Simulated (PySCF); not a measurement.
**[Bi(CH3)2]+ at several levels of theory**

Computed with PySCF 2.14.0 (density fitting, no spin-orbit coupling) at the geometry relaxed with PBE0:

```xyz
9
[Bi(CH3)2]+ (singlet)
Bi    0.0000    0.0000   -0.7178
C     1.6258    0.0000    0.8047
H     2.6123    0.0000    0.3225
H     1.5026    0.8916    1.4426
H     1.5026   -0.8916    1.4426
C    -1.6258    0.0000    0.8047
H    -2.6123    0.0000    0.3225
H    -1.5026   -0.8916    1.4426
H    -1.5026    0.8916    1.4426
```

```
    level                                           basis    state  HOMO (eV)  gap (eV)  charge on Bi1 (e)  dipole about the centre of mass (D)  largest force component (eV/Å)
     PBE0  Bi def2-SVP with ECP60, C def2-SVP, H def2-SVP  singlet     -12.99      3.62               0.95                                 1.44                            0.02
CAM-B3LYP                                        the same  singlet     -14.20      5.79               0.92                                 1.41                            0.05
   r2SCAN                                        the same  singlet     -12.19      2.15               0.96                                 1.50                            0.16
```

Charges are Mulliken's, which hang on the basis. The relaxation used the grid (50, 194), these runs (75, 302) or, all-electron (x2c bases, spin-free X2C Hamiltonian), (99, 590).

**Question.** What does PBE0 with Bi def2-TZVP with ECP60, C def2-TZVP, H def2-TZVP give here?

**Answer.** state singlet, HOMO (eV) -12.94, gap (eV) 3.63, charge on Bi1 (e) 0.98, dipole about the centre of mass (D) 1.46, largest force component (eV/Å) 0.45. Time: 12 s on 2 threads of Intel(R) Xeon(R) Platinum 8259CL CPU @ 2.50GHz (Skylake/Cascade Lake), with other jobs on the host, from free ions and atoms.

In the first row's basis the gap widens with exact exchange: 2.1 eV for r2SCAN (none); 3.6 eV for PBE0 (a fixed share); 5.8 eV for CAM-B3LYP (rising or full at long range).
